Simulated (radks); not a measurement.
Yb51+, 19 electrons, occupied as [Ar] 3d1.

Calculated with a radial shooting solver on a logarithmic mesh with Libxc functionals: Dirac Kohn-Sham, LB94 model potential, spin-unpolarised, spherical densities, finite nucleus; open shells fill j = l - 1/2 first; Fermi nuclear charge, rms radius 5.3108 fm.

Energy parts (eV):
| part | energy |
|---|---|
| kinetic | 357774.17 |
| electron-nucleus | -709579.59 |
| Hartree | 40661.43 |
(The LB94 potential has no energy functional, so no total or exchange-correlation energy is given.)

Orbitals (lengths in bohr, moments of r in powers of bohr; <r^-3> diverges for s and p1/2; r(max) is where P^2 peaks):
| orbital | occ. | eigenvalue (eV) | r(max) | <r^-3> | <r^4> | <1/r> |
|---|---|---|---|---|---|---|
| 1s1/2 | 2 | -64843.37 | 0.01236 | - | 7.512e-07 | 80.69 |
| 2s1/2 | 2 | -13811.45 | 0.07048 | - | 0.0001097 | 19.65 |
| 2p1/2 | 2 | -13368.17 | 0.05271 | - | 0.00006646 | 19.60 |
| 2p3/2 | 4 | -12298.16 | 0.05909 | 13760 | 0.00009171 | 16.84 |
| 3s1/2 | 2 | -5300.902 | 0.1917 | - | 0.003246 | 7.715 |
| 3p1/2 | 2 | -5129.172 | 0.1787 | - | 0.002763 | 7.664 |
| 3p3/2 | 4 | -4862.115 | 0.1905 | 3594 | 0.003421 | 6.925 |
| 3d3/2 | 1 | -4614.329 | 0.1462 | 641.4 | 0.002069 | 6.828 |
| 3d5/2 | 0 | -4551.218 | 0.1494 | 556.2 | 0.002210 | 6.650 |

The highest occupied level is 3d3/2 at -4614.3 eV. For comparison, the ionisation energy in NIST's Atomic Spectra Database is 4630 eV (theoretical). In exact Kohn-Sham theory the highest level is minus the ionisation energy, but local and semilocal functionals leave it too shallow, through self-interaction and a potential that decays too fast; potentials with the right tail come closer. Summed over all electrons, <r^2> = 0.4595 bohr^2, which gives a Langevin (diamagnetic) susceptibility term of -0.364 x 10^-6 cm^3/mol. The electron density at the nucleus is 1.026e+06 e/bohr^3. The density falls to 0.001 e/bohr^3 at r = 0.63 bohr.

Beside tabulated values, note that spin-unpolarised runs miss the spin-polarisation part of the exchange energy of open shells.
